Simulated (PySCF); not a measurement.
# Computed records: CH5GeSi, CH8GeSi2, ClGeH2NSi, CH7GeSi and others

All values are calculated (PySCF 2.14.0). Calculation on a computer-drawn molecule: the log of a Hartree-Fock and frozen-core CCSD(T) single point meant for a local Hartree-Fock minimum, with one planted fault or none, to be diagnosed. Offsets are logged minus clean, where the clean run is the same molecule without the fault. The reference is restricted for singlets and unrestricted otherwise, and also for a bond in bohr or an excited solution. Adding or removing an electron swaps singlet and doublet. The excited solution moves the top pair (singlet) or top alpha electron (doublet) to the lowest empty orbital. Highest occupied and lowest empty are orbital energies over both spins, largest force is the largest gradient component, triples share is (T) over the correlation energy, the T1 limit is 0.02 restricted and 0.045 unrestricted, electrons count all cores, a negative frequency is imaginary (commonest isotopes), and the dipole is about the centre of nuclear charge; on germanium a core potential holds 10 electrons, which the energies leave out, and 3d is frozen in MP2 and coupled-cluster steps.

Common to all runs: meant basis cc-pV(D+d)Z; meant basis and core potential on germanium cc-pVDZ-PP ECP10MDF; logged SCF converged yes; possible faults no fault, one electron removed, one electron added, multiplicity raised by two, geometry at a saddle point, SCF held on an excited solution, minimal basis STO-3G, one bond length entered in bohr, all coordinates scaled.

(1) CH5GeSi

Logged structure:
```xyz
8
CH5GeSi
Si    -0.0530    -1.8642     0.0890
C     -0.5978    -0.5894     1.1314
Ge    -0.5952    -0.7049     2.9467
H      0.4451    -3.1200     0.6531
H     -0.0665    -1.7447    -1.3680
H     -0.9645     0.3361     0.6974
H     -1.5090     1.4375     4.5960
H     -0.1017    -1.9570     3.6385
```

```
meant charge                         : 1
meant multiplicity                   : 1
logged electrons                     : 56
logged basis functions               : 85
logged spin squared                  : 0.893
logged highest occupied              : -14.821 eV
logged lowest empty                  : -5.0413 eV
logged largest force                 : 0.0096083 hartree/bohr
logged T1 diagnostic                 : 0.036764
logged D1 diagnostic                 : 0.14138
logged triples share                 : 0.042311
logged CC converged                  : yes
logged dipole magnitude              : 2.2676 debye
logged SCF stable within its kind    : yes
logged energy HF                     : -622.68595 hartree
logged energy CCSD(T)                : -623.03118 hartree
planted fault                        : one bond length entered in bohr, row 6 of the drawn bonds
HF energy offset from clean run      : 64.51 kcal/mol
CCSD(T) energy offset from clean run : 74.03 kcal/mol
```

Drawn bonds:
```csv
atom,other atom,order
1,2,2
2,3,1
1,4,1
1,5,1
2,6,1
3,7,1
3,8,1
```

(2) CH8GeSi2

Logged structure:
```xyz
12
CH8GeSi2
Si    -0.0419     0.7835     2.4014
C      1.0282     0.7757     1.0878
Ge     0.5665     1.1332    -0.7649
Si     0.9945    -0.7903    -2.1518
H     -1.4737     1.0925     2.2654
H      0.3631     0.4806     3.7847
H      2.0708     0.5352     1.2832
H     -0.9237     1.5046    -0.8440
H      1.3761     2.3287    -1.2969
H      0.1291    -1.9212    -1.7366
H      2.4120    -1.2089    -2.0193
H      0.7256    -0.4877    -3.5794
```

```
meant charge                         : 0
meant multiplicity                   : 1
logged electrons                     : 73
logged basis functions               : 123
logged spin squared                  : 0.7594
logged highest occupied              : -14.505 eV
logged lowest empty                  : -6.2445 eV
logged largest force                 : 0.055938 hartree/bohr
logged T1 diagnostic                 : 0.031663
logged D1 diagnostic                 : 0.19316
logged triples share                 : 0.02872
logged CC converged                  : yes
logged dipole magnitude              : 8.037 debye
logged SCF stable within its kind    : yes
logged energy HF                     : -913.44874 hartree
logged energy CCSD(T)                : -913.93 hartree
planted fault                        : one electron removed
HF energy offset from clean run      : 165.6 kcal/mol
CCSD(T) energy offset from clean run : 193.8 kcal/mol
```

Drawn bonds:
```csv
atom,other atom,order
1,2,2
2,3,1
3,4,1
1,5,1
1,6,1
2,7,1
3,8,1
3,9,1
4,10,1
4,11,1
4,12,1
```

(3) ClGeH2NSi

Logged structure:
```xyz
6
ClGeH2NSi
Si    -1.7097    -0.2484     0.5679
N     -1.0340    -1.1798    -0.4898
Ge    -0.2537    -2.2736    -1.6632
Cl    -0.6994    -1.1437    -3.5682
H     -3.1062    -0.3815     1.0117
H     -1.0171     0.8477     1.2635
```

```
meant charge                         : 0
meant multiplicity                   : 1
logged electrons                     : 72
logged basis functions               : 93
logged spin squared                  : 0
logged highest occupied              : -9.3677 eV
logged lowest empty                  : 1.1762 eV
logged largest force                 : 4.549e-05 hartree/bohr
logged lowest frequency              : 74.722 cm⁻¹
logged T1 diagnostic                 : 0.02024
logged D1 diagnostic                 : 0.06635
logged triples share                 : 0.034648
logged CC converged                  : yes
logged dipole magnitude              : 5.3875 debye
logged SCF stable within its kind    : yes
logged energy HF                     : -1097.46478 hartree
logged energy CCSD(T)                : -1097.98868 hartree
planted fault                        : no fault
HF energy offset from clean run      : 0 kcal/mol
CCSD(T) energy offset from clean run : 0 kcal/mol
```

Drawn bonds:
```csv
atom,other atom,order
1,2,2
2,3,1
3,4,1
1,5,1
1,6,1
```

Notes: T1 above single-reference limit.

(4) CH7GeSi

Logged structure:
```xyz
10
CH7GeSi
Si    -1.5599    -1.5559     0.3850
C      0.2373    -1.8847    -0.0788
Ge     1.5855    -0.7649     0.8324
H     -1.7954    -1.7998     1.8308
H     -1.9547    -0.1633     0.0530
H      0.4780    -2.9309     0.1347
H      0.3625    -1.7417    -1.1566
H      2.9914    -1.1475     0.3510
H      1.3407     0.7159     0.5202
H      1.5070    -0.9729     2.3492
```

```
meant charge                         : 0
meant multiplicity                   : 2
logged electrons                     : 59
logged basis functions               : 95
logged spin squared                  : 0.754
logged highest occupied              : -8.5678 eV
logged lowest empty                  : 1.5583 eV
logged largest force                 : 2.192e-05 hartree/bohr
logged lowest frequency              : 92.971 cm⁻¹
logged T1 diagnostic                 : 0.011745
logged D1 diagnostic                 : 0.034916
logged triples share                 : 0.026595
logged CC converged                  : yes
logged dipole magnitude              : 0.86104 debye
logged SCF stable within its kind    : yes
logged energy HF                     : -624.21097 hartree
logged energy CCSD(T)                : -624.61221 hartree
planted fault                        : no fault
HF energy offset from clean run      : 0 kcal/mol
CCSD(T) energy offset from clean run : 0 kcal/mol
```

Drawn bonds:
```csv
atom,other atom,order
1,2,1
2,3,1
1,4,1
1,5,1
2,6,1
2,7,1
3,8,1
3,9,1
3,10,1
```

(5) CH7GeSi

Logged structure:
```xyz
10
CH7GeSi
Si    -1.6878    -1.6835     0.4165
C      0.2568    -2.0393    -0.0852
Ge     1.7155    -0.8276     0.9006
H     -1.9426    -1.9473     1.9809
H     -2.1149    -0.1767     0.0573
H      0.5172    -3.1712     0.1457
H      0.3922    -1.8846    -1.2514
H      3.2367    -1.2416     0.3798
H      1.4506     0.7746     0.5628
H      1.6306    -1.0527     2.5418
```

```
meant charge                         : 0
meant multiplicity                   : 2
logged electrons                     : 59
logged basis functions               : 95
logged spin squared                  : 0.7543
logged highest occupied              : -8.7867 eV
logged lowest empty                  : 1.1417 eV
logged largest force                 : 0.048977 hartree/bohr
logged T1 diagnostic                 : 0.012823
logged D1 diagnostic                 : 0.036936
logged triples share                 : 0.030261
logged CC converged                  : yes
logged dipole magnitude              : 0.81805 debye
logged SCF stable within its kind    : yes
logged energy HF                     : -624.16527 hartree
logged energy CCSD(T)                : -624.57747 hartree
planted fault                        : all coordinates scaled, by +8.2 %
HF energy offset from clean run      : 28.68 kcal/mol
CCSD(T) energy offset from clean run : 21.8 kcal/mol
```

Drawn bonds:
```csv
atom,other atom,order
1,2,1
2,3,1
1,4,1
1,5,1
2,6,1
2,7,1
3,8,1
3,9,1
3,10,1
```

(6) CH7GeSi

Structure as in entry 4.

```
meant charge                         : 0
meant multiplicity                   : 2
logged electrons                     : 58
logged basis functions               : 95
logged spin squared                  : 0
logged highest occupied              : -16.645 eV
logged lowest empty                  : -6.6113 eV
logged largest force                 : 0.065387 hartree/bohr
logged T1 diagnostic                 : 0.016401
logged D1 diagnostic                 : 0.058926
logged triples share                 : 0.02904
logged CC converged                  : yes
logged dipole magnitude              : 8.0037 debye
logged SCF stable within its kind    : yes
logged energy HF                     : -623.93076 hartree
logged energy CCSD(T)                : -624.32735 hartree
planted fault                        : one electron removed
HF energy offset from clean run      : 175.8 kcal/mol
CCSD(T) energy offset from clean run : 178.8 kcal/mol
```

Drawn bonds:
```csv
atom,other atom,order
1,2,1
2,3,1
1,4,1
1,5,1
2,6,1
2,7,1
3,8,1
3,9,1
3,10,1
```

(7) CH10GeSi2

Logged structure:
```xyz
14
CH10GeSi2
Si    -0.5557     2.6097    -2.1526
C      0.9453     1.2033    -2.1256
Si     1.3875     0.2738    -0.3375
Ge    -0.5879    -1.1958     0.5826
H     -0.6975     3.2460    -3.6326
H     -0.2344     3.8011    -1.1072
H     -1.9697     1.9375    -1.7465
H      0.6817     0.3604    -2.9325
H      1.9476     1.7333    -2.5090
H      2.6717    -0.6927    -0.5383
H      1.7721     1.3808     0.7803
H     -1.1358    -2.2567    -0.5927
H     -1.8823    -0.2575     1.0765
H     -0.0676    -2.0971     1.8941
```

```
meant charge                         : 0
meant multiplicity                   : 1
logged electrons                     : 76
logged basis functions               : 133
logged spin squared                  : 0
logged highest occupied              : -10.129 eV
logged lowest empty                  : 2.776 eV
logged largest force                 : 0.044451 hartree/bohr
logged T1 diagnostic                 : 0.011975
logged D1 diagnostic                 : 0.023921
logged triples share                 : 0.030221
logged CC converged                  : yes
logged dipole magnitude              : 0.94516 debye
logged SCF stable within its kind    : yes
logged energy HF                     : -914.86228 hartree
logged energy CCSD(T)                : -915.42601 hartree
planted fault                        : all coordinates scaled, by +9.1 %
HF energy offset from clean run      : 50.48 kcal/mol
CCSD(T) energy offset from clean run : 41.41 kcal/mol
```

Drawn bonds:
```csv
atom,other atom,order
1,2,1
2,3,1
3,4,1
1,5,1
1,6,1
1,7,1
2,8,1
2,9,1
3,10,1
3,11,1
4,12,1
4,13,1
4,14,1
```

(8) CH8GeOSi

Logged structure:
```xyz
12
CH8GeOSi
Si     0.1746     0.6491    -1.6034
O     -0.7802     0.3115    -0.3012
C     -1.8794    -0.5759    -0.2930
Ge    -2.6376    -0.5797     1.5284
H     -0.6322     1.2231    -2.7058
H      1.4141    -1.6787    -2.5444
H      1.1875     1.6202    -1.1535
H     -2.6406    -0.2597    -1.0133
H     -1.5650    -1.5876    -0.5687
H     -1.5748    -1.0486     2.5249
H     -3.0982     0.8332     1.8942
H     -3.8395    -1.5344     1.5829
```

```
meant charge                         : 0
meant multiplicity                   : 1
logged electrons                     : 68
logged basis functions               : 114
logged spin squared                  : 0.7945
logged highest occupied              : -8.9919 eV
logged lowest empty                  : 1.9982 eV
logged largest force                 : 0.010776 hartree/bohr
logged T1 diagnostic                 : 0.045759
logged D1 diagnostic                 : 0.24311
logged triples share                 : 0.03029
logged CC converged                  : yes
logged dipole magnitude              : 1.0377 debye
logged SCF stable within its kind    : yes
logged energy HF                     : -699.5966 hartree
logged energy CCSD(T)                : -700.19646 hartree
planted fault                        : one bond length entered in bohr, row 5 of the drawn bonds
HF energy offset from clean run      : 72.37 kcal/mol
CCSD(T) energy offset from clean run : 76.24 kcal/mol
```

Drawn bonds:
```csv
atom,other atom,order
1,2,1
2,3,1
3,4,1
1,5,1
1,6,1
1,7,1
3,8,1
3,9,1
4,10,1
4,11,1
4,12,1
```

Notes: T1 above single-reference limit.

(9) GeH8OSi2

Logged structure:
```xyz
12
GeH8OSi2
Si    -0.4715     0.1727    -3.1829
O     -0.0523     0.6489    -1.6690
Si     0.9857     1.2355    -0.5352
Ge    -0.1503     1.3505     1.5745
H     -0.3194     1.3000    -4.1278
H     -1.8786    -0.2712    -3.1659
H      0.3945    -0.9436    -3.6198
H      1.4566     2.5805    -0.9401
H      2.1675     0.3477    -0.4354
H      0.7901     1.8949     2.6587
H     -1.3686     2.2776     1.4857
H     -0.6307    -0.0395     2.0091
```

```
meant charge                         : 0
meant multiplicity                   : 1
logged electrons                     : 76
logged basis functions               : 123
logged spin squared                  : 0
logged highest occupied              : -10.521 eV
logged lowest empty                  : 3.1399 eV
logged largest force                 : 5.447e-06 hartree/bohr
logged lowest frequency              : 25.937 cm⁻¹
logged T1 diagnostic                 : 0.011871
logged D1 diagnostic                 : 0.02728
logged triples share                 : 0.022187
logged CC converged                  : yes
logged dipole magnitude              : 0.59892 debye
logged SCF stable within its kind    : yes
logged energy HF                     : -950.84997 hartree
logged energy CCSD(T)                : -951.41185 hartree
planted fault                        : no fault
HF energy offset from clean run      : 0 kcal/mol
CCSD(T) energy offset from clean run : 0 kcal/mol
```

Drawn bonds:
```csv
atom,other atom,order
1,2,1
2,3,1
3,4,1
1,5,1
1,6,1
1,7,1
3,8,1
3,9,1
4,10,1
4,11,1
4,12,1
```

(10) BGeH9Si2

Logged structure:
```xyz
13
BGeH9Si2
Si    -0.8398    -1.2106    -1.1839
B     -1.1195    -0.0308     0.4566
Ge    -0.2393     1.8392     0.7290
Si    -1.7830     3.5706     0.0530
H     -2.0687    -1.9547    -1.5571
H     -0.3814    -0.4441    -2.3688
H      0.2170    -2.1965    -0.8311
H     -1.8382    -0.4255     1.3339
H      1.0437     2.0048    -0.1023
H      0.1282     2.0849     2.2015
H     -3.0116     3.5117     0.8804
H     -1.1559     4.9028     0.2168
H     -2.1636     3.3918    -1.3690
```

```
meant charge                      : 0
meant multiplicity                : 1
logged electrons                  : 74
logged basis functions            : 128
logged spin squared               : 0
logged highest occupied           : -5.6467 eV
logged lowest empty               : -3.2805 eV
logged largest force              : 0.054269 hartree/bohr
logged CC converged               : no
logged dipole magnitude           : 2.2047 debye
logged SCF stable within its kind : no
logged energy HF                  : -900.81188 hartree
planted fault                     : SCF held on an excited solution
HF energy offset from clean run   : 201.7 kcal/mol
```

Drawn bonds:
```csv
atom,other atom,order
1,2,1
2,3,1
3,4,1
1,5,1
1,6,1
1,7,1
2,8,1
3,9,1
3,10,1
4,11,1
4,12,1
4,13,1
```

Notes: CCSD not converged.
